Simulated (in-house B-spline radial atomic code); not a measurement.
Values are calculated unless marked as measured or tabulated.
**Correlation energy from the adiabatic connection: −V exp(−r²/w²), V = 1.25, w = 6.25**

Two electrons in a singlet, external potential −V exp(−r²/w²), V = 1.25, w = 6.25 (atomic units). Full CI in B-splines (partial waves to l = 8, correlation up to 0.6 % small) with the density held fixed gives W(λ) = <V_ee>_λ − U, and E_c is the integral of W(λ) − W(0) from 0 to 1.

| λ | W(λ) − W(0) (hartree) |
| --- | --- |
| 0 | 0.00000 |
| 0.02 | -0.00197 |
| 0.05 | -0.00482 |
| 0.12 | -0.01102 |
| 0.25 | -0.02103 |
| 0.4 | -0.03062 |
| 0.6 | -0.04091 |
| 0.8 | -0.04910 |
| 1 | -0.05575 |

(1) Integrate the table by the trapezoid rule.

(2) Now use only three numbers: W(0) = -0.32425, the initial slope W'(0) = -0.09994 (extrapolated from the first points) and the strong-coupling limit of the point-charge-plus-continuum model, W∞ = -0.44499. What do second-order theory and the interpolation W(λ) = W∞ + (W(0) − W∞)/√(1 + 2χλ) of Seidl, Perdew and Levy give?

## Answers

(1) The strips give -0.00002, -0.00010, -0.00055, -0.00208, -0.00387, -0.00715, -0.00900, -0.01048, which sum to -0.03327 hartree. The direct value, W(1) − W(0) + T_c with T_c = 0.02234, is -0.03341; the curve is convex, so chords lie above it and the trapezoids fall short in size by 0.41 %.

(2) Second order keeps the slope alone: E_c = W'(0)/2 = -0.04997, +50 % in size against -0.03341. Matching the slope fixes χ = W'(0)/(W∞ − W(0)) = -0.09994/(-0.12074) = 0.82773. Integrating, with s = √(1 + 2χ) = 1.629558, E_c = −(W(0) − W∞)(s − 1)/(s + 1) = −0.12074 × 0.629558/2.629558 = -0.02891 hartree, -13.5 % in size against the full result. At λ = 1 the formula gives W − W(0) = -0.04665 against -0.05575. Part of the miss can come from the model's W∞.
